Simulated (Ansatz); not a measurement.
Start from `CC(F)CBr` and change one atom or group to get `CC(F)C[SiH3]`.

Ansatz, PBE0-D4/def2-TZVP geometries, multiplicity 1. Each molecule was computed in one conformer, which needn't be the lowest.

Scalar relativity is left out up to krypton. Spin–orbit coupling is left out; it splits and shifts lone-pair levels of the heavy atoms by tenths of an eV.

```tsv
property	`CC(F)CBr`
zero-point energy (PBE0-D4/def2-TZVP) / kJ/mol	228.2
HOMO energy (ωB97M-V/def2-TZVPP) / eV	-10.25
LUMO energy (PBE0/def2-TZVPP) / eV	-0.01
HOMO–LUMO gap (B3LYP/def2-TZVPP) / eV	7.40
ideal-gas entropy at 298 K and 1 bar (rigid rotor, harmonic PBE0-D4/def2-TZVP) / J/(mol·K)	336
LUMO energy (PBE/def2-TZVPP) / eV	-1.03
```

Question: Give the same properties after the change, and the shifts. (An estimate is asked.)

Answer: Ansatz gave: 
```
                                                                                  property  `CC(F)C[SiH3]`  shift
                                            zero-point energy (PBE0-D4/def2-TZVP) / kJ/mol           291.1   62.9
                                                     HOMO energy (ωB97M-V/def2-TZVPP) / eV          -11.05  -0.80
                                                        LUMO energy (PBE0/def2-TZVPP) / eV            0.71   0.72
                                                     HOMO–LUMO gap (B3LYP/def2-TZVPP) / eV            9.03   1.63
ideal-gas entropy at 298 K and 1 bar (rigid rotor, harmonic PBE0-D4/def2-TZVP) / J/(mol·K)             347     11
                                                         LUMO energy (PBE/def2-TZVPP) / eV           -0.09   0.94
```

With PBE0 the HOMO falls by 0.83 eV and the LUMO rises by 0.72 eV, so the gap widens by about 1.55 eV. PBE moves the HOMO by -0.79 eV and ωB97M-V by -0.80 eV. The zero-point energy changes by 62.9 kJ/mol with +9 modes.

Positive LUMOs are unbound, so they and the gaps depend on the basis.

B3LYP here is the variant with VWN-RPA as its local correlation; programs differ in this.
